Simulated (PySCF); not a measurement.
Spinor energies of Lu⁵⁰⁺ (lutetium, charge +50)

Start: [Ar] 3d3; 3d3/2 filled at m_j = -1/2, +1/2, +3/2. Calculated with PySCF 2.14 in an even-tempered Gaussian basis (15 s from 13 bohr⁻², ratio 2.8; 12 p from 17 bohr⁻², ratio 2.8; 8 d from 17 bohr⁻², ratio 2.8; 3 f from 55 bohr⁻², ratio 3): generalised Hartree-Fock with the X2C-1e Hamiltonian and a Gaussian nucleus; one run each with spin-orbit coupling (SO) switched off, then screened by Boettger's factors.

```json
{"spinor shell": "1s1/2", "electrons": "2", "ε, spin-free (eV)": "-66875.9", "ε, screened SO (eV)": "-66854.9", "weight of nominal j (screened SO)": "1.000", "rms radius, screened SO (bohr)": "0.0219"}
{"spinor shell": "2s1/2", "electrons": "2", "ε, spin-free (eV)": "-14104.7", "ε, screened SO (eV)": "-14096.1", "weight of nominal j (screened SO)": "1.000", "rms radius, screened SO (bohr)": "0.0878"}
{"spinor shell": "2p1/2", "electrons": "2", "ε, spin-free (eV)": "-12798.8", "ε, screened SO (eV)": "-13610.2", "weight of nominal j (screened SO)": "1.000", "rms radius, screened SO (bohr)": "0.0748"}
{"spinor shell": "3s1/2", "electrons": "2", "ε, spin-free (eV)": "-5294.1", "ε, screened SO (eV)": "-5291.4", "weight of nominal j (screened SO)": "1.000", "rms radius, screened SO (bohr)": "0.217"}
{"spinor shell": "3p1/2", "electrons": "2", "ε, spin-free (eV)": "-4888.9", "ε, screened SO (eV)": "-5100.6", "weight of nominal j (screened SO)": "1.000", "rms radius, screened SO (bohr)": "0.206"}
{"spinor shell": "3p3/2", "electrons": "4", "ε, spin-free (eV)": "-4888.9", "ε, screened SO (eV)": "-4798.0", "weight of nominal j (screened SO)": "1.000", "rms radius, screened SO (bohr)": "0.220"}
{"spinor shell": "3d3/2", "electrons": "3", "ε, spin-free (eV)": "-4514.7", "ε, screened SO (eV)": "-4540.4", "weight of nominal j (screened SO)": "0.997", "rms radius, screened SO (bohr)": "0.188"}
```

Task: Where does 2p3/2 lie, and what is the 2p spin-orbit splitting (screened SO)?

Result: At -12457.1 eV, 1153.1 eV above 2p1/2.

```tsv
quantity	spin-free	screened SO
E (hartree)	-12292.17466	-12309.75260
M_J	3/2	3/2
⟨J²⟩	6.750	3.771
⟨L²⟩	12.000	7.723
⟨S²⟩	3.750	2.092
```

Each row is a mean over spinors that exchange with the open shell spreads, by up to 23.501 eV (3p1/2).

Breit and QED terms are absent; they matter most for the inner s and p1/2 levels.

Densities and radii are taken from the X2C orbitals without a picture-change correction, which distorts them close to the nucleus.

Without spin-orbit coupling the j labels of p, d and f shells carry no meaning; the spin-free column gives the mean over the occupied spinors of each nl shell, and its ⟨J²⟩ belongs to a mixture of degenerate components.
